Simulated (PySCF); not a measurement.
## W(35+): ionisation energy

W(35+) [Kr] 4d3 [4d3/2^3, M_J = 3/2] → W(36+) [Kr] 4d2 [4d3/2^2, M_J = 2], as a difference of total energies. All numbers are calculated (PySCF 2.14, the two-component X2C-1e Hamiltonian, in an even-tempered Gaussian basis (17 s from 3.7 bohr⁻², ratio 2.8; 14 p from 4.8 bohr⁻², ratio 2.8; 9 d from 4.8 bohr⁻², ratio 2.8; 3 f from 18 bohr⁻², ratio 3)). Correlated levels: [Ar] 3d10 frozen; the 92 highest virtual spinors dropped. "Screened" scales the spin-orbit matrix elements by Boettger's factors to mimic the two-electron term; Breit and QED terms are absent.

```json
{"method": "GHF (spin-free)", "ionisation energy (eV)": "1501.6"}
{"method": "GMP2 (spin-free)", "ionisation energy (eV)": "1501.6"}
{"method": "GHF (screened spin-orbit)", "ionisation energy (eV)": "1507.8"}
{"method": "GMP2 (screened spin-orbit)", "ionisation energy (eV)": "1508.4"}
```

Breit and QED terms and the two-electron picture change are absent.

The spin-free rows relax to the high-spin LS determinant and lack the spin-orbit shift.

The labels give the starting determinants; with spin-orbit coupling the two ends relaxed to ⟨J²⟩ = 3.79, ⟨L²⟩ = 7.95, ⟨S²⟩ = 2.17 and ⟨J²⟩ = 6.02, ⟨L²⟩ = 10.26, ⟨S²⟩ = 1.58.

For comparison: 1512.4 ± 1.5 eV (semi-empirical (NIST evaluation); NIST Atomic Spectra Database, ionization energies).
